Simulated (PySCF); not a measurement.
**Working out the electron affinity of Sb**

Sb⁻ [Kr] 4d10 5s2 5p4 (3P) → Sb [Kr] 4d10 5s2 5p3 (4S). All numbers are calculated (PySCF 2.14, a scalar-relativistic core potential, in aug-cc-pwCVDZ-PP with ECP28MDF). Frozen: 4s2 4p6 4d10. Energies in hartree (1 hartree = 27.21139 eV):

| part | Sb⁻ (lower) | Sb (upper) |
| --- | --- | --- |
| UHF | -239.269744 | -239.273470 |
| CCSD correlation | -0.085187 | -0.064435 |
| (T) | -0.002620 | -0.001180 |

What does Hartree-Fock give?

(-239.273470) − (-239.269744) = -0.003726 hartree = -0.101 eV.

What do CCSD and CCSD(T) give?

The CCSD correlation energies differ by 0.020752 hartree = 0.565 eV and the triples by 0.001440 hartree = 0.039 eV, so CCSD gives 0.464 eV and CCSD(T) 0.503 eV.

Reference: 1.047 eV (measured; photodetachment measurements, as compiled on the Wikipedia data page of electron affinities), between the lowest levels; spin-orbit coupling is absent from the calculation.

A double-zeta basis recovers only part of the correlation energy.

What remains against the reference includes basis incompleteness, the frozen core and higher excitations.
